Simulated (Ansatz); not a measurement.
Wavefunction ladder for `C[NH][Ga]([Cl])[Cl]`

```xyz
9

C     0.063   -0.001    1.345
N    -0.448   -0.418    0.058
Ga    0.092    0.155   -1.551
Cl    1.645    1.602   -1.701
Cl   -0.800   -0.595   -3.328
H     0.489   -0.840    1.907
H    -0.713    0.464    1.962
H     0.857    0.736    1.208
H    -1.184   -1.104    0.100
```

The species carries charge 0 and has multiplicity 1. Correlated methods include outer-core shells of Ga, which these sets cover unevenly. Scalar relativity is left out up to krypton. All single points use the PBE0-D4/def2-TZVP geometry. It is one conformer, not always the lowest. Frozen core, restricted reference, the Gaussian-basis code of Ansatz.

| basis | HF (Eh) | MP2 corr. |
| --- | --- | --- |
| def2-SVP | -2936.42660 | -0.78279 |
| def2-TZVPP | -2937.09876 | -0.98062 |
| def2-QZVPP | -2937.16887 | -1.29340 |

(1) Estimate the CCSD correlation energy and the (T) correction in each basis where they were run (hartree).

Results:

(1) 
```csv
basis,CCSD corr.,(T)
def2-SVP,-0.81823,-0.02263
def2-TZVPP,-1.02180,-0.04309
```
